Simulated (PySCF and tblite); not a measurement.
Values are calculated unless marked as measured or tabulated.
C8H11F3, numbered as in [F:1][C:2]([F:3])([F:4])[C@@H:5]1[CH2:6][CH2:7][C:8]2([CH2:9][CH2:10]2)[CH2:11]1.

Search: ETKDG, MMFF94s, GFN2-xTB, 60 starts; geometries at GFN2-xTB. Weights use PBE0-D3(BJ)/def2-SVP (IEF-PCM, tetrahydrofuran) energies plus GFN2-xTB zero-point and thermal terms (plain harmonic). Symmetry numbers and mirror images are counted. Conformers within 5 kcal/mol (GFN2-xTB free energy) were kept, 4 at most. Of two unlike H on one atom, a is the less shielded (KT3/pcSseg-1 (IEF-PCM, tetrahydrofuran)). Run with PySCF (density fitting) and tblite.

An NOE distance is ⟨r⁻⁶⟩^(−1/6) over all pairs of like atoms and, for the average, over conformers.

The 5-ring runs over atoms 5–6–7–8–11.

| conformer | shape | weight % |
| --- | --- | --- |
| 1 | 5-ring twist (ring torsions 33, -13, -12, 33, -41°) | 64.9 |
| 2 | 5-ring twist (ring torsions -28, 10, 12, -29, 35°) | 35.1 |

Problem. Which H–H contacts under 3.5 Å would NOEs report (pairs on one atom left out) at 298.15 K?

Solution. 
```json
{"pair": "H5 ··· H11b", "in 1 (Å)": "2.41", "in 2 (Å)": "2.38", "average (Å)": "2.40"}
{"pair": "H6b ··· H7b", "in 1 (Å)": "2.41", "in 2 (Å)": "2.39", "average (Å)": "2.40"}
{"pair": "H6a ··· H7a", "in 1 (Å)": "2.41", "in 2 (Å)": "2.38", "average (Å)": "2.40"}
{"pair": "H5 ··· H6a", "in 1 (Å)": "2.45", "in 2 (Å)": "2.39", "average (Å)": "2.43"}
{"pair": "H9a ··· H10b", "in 1 (Å)": "2.52", "in 2 (Å)": "2.52", "average (Å)": "2.52"}
{"pair": "H9b ··· H10a", "in 1 (Å)": "2.52", "in 2 (Å)": "2.52", "average (Å)": "2.52"}
{"pair": "H7b ··· H10a", "in 1 (Å)": "2.50", "in 2 (Å)": "2.58", "average (Å)": "2.53"}
{"pair": "H9a ··· H11b", "in 1 (Å)": "2.49", "in 2 (Å)": "2.61", "average (Å)": "2.53"}
{"pair": "H10b ··· H11a", "in 1 (Å)": "2.62", "in 2 (Å)": "2.48", "average (Å)": "2.56"}
{"pair": "H7a ··· H9b", "in 1 (Å)": "2.62", "in 2 (Å)": "2.50", "average (Å)": "2.57"}
{"pair": "H6a ··· H7b", "in 1 (Å)": "2.71", "in 2 (Å)": "3.03", "average (Å)": "2.80"}
{"pair": "H5 ··· H6b", "in 1 (Å)": "3.05", "in 2 (Å)": "2.69", "average (Å)": "2.89"}
{"pair": "H5 ··· H11a", "in 1 (Å)": "3.04", "in 2 (Å)": "2.74", "average (Å)": "2.91"}
{"pair": "H6b ··· H7a", "in 1 (Å)": "3.04", "in 2 (Å)": "2.74", "average (Å)": "2.91"}
{"pair": "H6b ··· H11a", "in 1 (Å)": "2.77", "in 2 (Å)": "4.18", "average (Å)": "2.96"}
{"pair": "H5 ··· H7a", "in 1 (Å)": "2.79", "in 2 (Å)": "4.17", "average (Å)": "2.97"}
{"pair": "H9a ··· H10a", "in 1 (Å)": "3.10", "in 2 (Å)": "3.10", "average (Å)": "3.10"}
{"pair": "H9b ··· H10b", "in 1 (Å)": "3.10", "in 2 (Å)": "3.10", "average (Å)": "3.10"}
{"pair": "H7b ··· H9b", "in 1 (Å)": "3.11", "in 2 (Å)": "3.43", "average (Å)": "3.20"}
{"pair": "H10b ··· H11b", "in 1 (Å)": "3.10", "in 2 (Å)": "3.45", "average (Å)": "3.20"}
{"pair": "H9a ··· H11a", "in 1 (Å)": "3.47", "in 2 (Å)": "3.11", "average (Å)": "3.31"}
{"pair": "H7a ··· H10a", "in 1 (Å)": "3.47", "in 2 (Å)": "3.14", "average (Å)": "3.33"}
{"pair": "H6a ··· H11b", "in 1 (Å)": "4.22", "in 2 (Å)": "2.89", "average (Å)": "3.35"}
```

Longer pairs under the limit may be missing.

Problem. In a model where alignment follows shape alone (order matrix 0.001 × (3G/tr G − 1)/2, G the second moments of the atom positions; splitting J + 2D), what are the one-bond C–H dipolar couplings D?

Solution. H5 4.7 Hz (7.1 in conformer 1), H6b 3.6 Hz (6.7 in conformer 1), H6a 1.8 Hz (0.4 in conformer 1), H7a 3.8 Hz (6.2 in conformer 1), H7b 3.1 Hz (2.0 in conformer 1), H9a 4.1 Hz (4.3 in conformer 1), H9b 0.1 Hz (0.3 in conformer 1), H10b 3.9 Hz (4.5 in conformer 1), H10a 2.1 Hz (0.8 in conformer 1), H11a 5.1 Hz (6.2 in conformer 1), H11b 4.7 Hz (4.8 in conformer 1).


Conformer gaps in def2-SVP on xTB geometries can be 2 kcal/mol too large for S=O, P=O and other polar bonds.